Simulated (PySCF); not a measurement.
PySCF input:

```python
from pyscf import gto, scf, dft

mol = gto.M(
    atom='''
    O     0.84597041   -0.68243539   -0.03783429
    N     0.21645173    0.40634314   -0.02885563
    O    -1.03536567    0.32688515    0.06308297
    ''',
    basis='def2-tzvpd',
    charge=-1,
    spin=0,
    verbose=4,
)

mf = dft.RKS(mol, xc='tpssh').density_fit(auxbasis='def2-universal-jkfit')
mf.grids.level = 3
mf.conv_tol = 1e-9
mf.max_cycle = 100
mf.max_memory = 1500
mf.kernel()
if not mf.converged:
    mf = mf.newton()
    mf.kernel(mf.make_rdm1())
mf.analyze()
```

### Question
Which total energy does the run end on?

### Answer
-205.24517 Eh (TPSSh/def2-TZVPD).

It need not be the lowest isomer of its formula. Whether it binds its extra electron was not tested at this geometry.
